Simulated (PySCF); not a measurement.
C₃H₁₀Si, SMILES C[SiH](C)C.

Geometry: PBE0-D3(BJ)/def2-SVP. The isomer is the one that the SMILES or the coordinates give; other isomers of the formula were not compared.

All values below come from TDA-PBE/def2-SVPD run with PySCF.

Vertical excitations; the highest root listed may be one member of a degenerate set. The molecule is in vacuum. State labels are in the subgroup Cs.

Question: List the lowest excited states. (The exact figures need the calculation; the answer reports its results.)

Answer: 
| state | symmetry | energy (eV) | λ (nm) | f | main pairs |
|---|---|---|---|---|---|
| S1 | A" | 7.26 | 171 | 0.036 | HOMO→LUMO (degenerate set) |
| S2 | A' | 7.26 | 171 | 0.036 | HOMO−1→LUMO (degenerate set) |
| S3 | A' | 7.32 | 169 | 0.000 | HOMO−2→LUMO 99 % |
| S4 | A" | 7.84 | 158 | 0.000 | HOMO−1→LUMO+1 50 %, HOMO→LUMO+2 50 % |
| S5 | A" | 7.89 | 157 | 0.012 | HOMO→LUMO+2, HOMO−1→LUMO+1, HOMO−2→LUMO+1 (degenerate set) |
| S6 | A' | 7.89 | 157 | 0.012 | HOMO→LUMO+1, HOMO−1→LUMO+2, HOMO−2→LUMO+2 (degenerate set) |
| S7 | A" | 8.00 | 155 | 0.091 | HOMO−2→LUMO+1 (degenerate set) |
| S8 | A' | 8.00 | 155 | 0.091 | HOMO−2→LUMO+2 (degenerate set) |
| S9 | A' | 8.01 | 155 | 0.018 | HOMO−1→LUMO+2 49 %, HOMO→LUMO+1 48 % |
| S10 | A" | 8.38 | 148 | 0.017 | HOMO→LUMO+3 99 % |
| T1 | A' | 7.13 | 174 | 0 | HOMO−1→LUMO (degenerate set) |
| T2 | A" | 7.13 | 174 | 0 | HOMO→LUMO (degenerate set) |
| T3 | A' | 7.20 | 172 | 0 | HOMO−2→LUMO 99 % |
| T4 | A' | 7.65 | 162 | 0 | HOMO→LUMO+1 49 %, HOMO−1→LUMO+2 49 % |
Triplets are in the Tamm–Dancoff approximation.
